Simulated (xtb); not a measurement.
HfI₄, triplet, geometry from GFN2-xTB (such geometries of metal compounds can be far from the true shape) (the multiplicity is a formal guess). Base run: GFN0-xTB (xtb 6.7.1).

xtb was given this input:
```
$ xtb mol.xyz --gfn 0 --uhf 2 --json

# file mol.xyz
5

Hf    -0.00000000     0.00000000     0.00000000
I      2.17597930    -0.68115902    -1.62127852
I      0.88746986     0.43615763     2.61716857
I     -1.19878736     2.33070353    -0.97884499
I     -1.86466180    -2.08570214    -0.01704507
```

Variants of this job, named by their change:

```json
[
 {"change": "base", "ΔE vs base (kJ/mol)": "0.00"},
 {"change": "acc = 0.0001", "ΔE vs base (kJ/mol)": "0.00"},
 {"change": "etemp = 10000", "ΔE vs base (kJ/mol)": "-515.0"},
 {"change": "etemp = 3000", "ΔE vs base (kJ/mol)": "-108.0"},
 {"change": "acc = 1000", "ΔE vs base (kJ/mol)": "0.00"},
 {"change": "acc = 0.1", "ΔE vs base (kJ/mol)": "0.00"},
 {"change": "file = coord", "ΔE vs base (kJ/mol)": "0.00"}
]
```
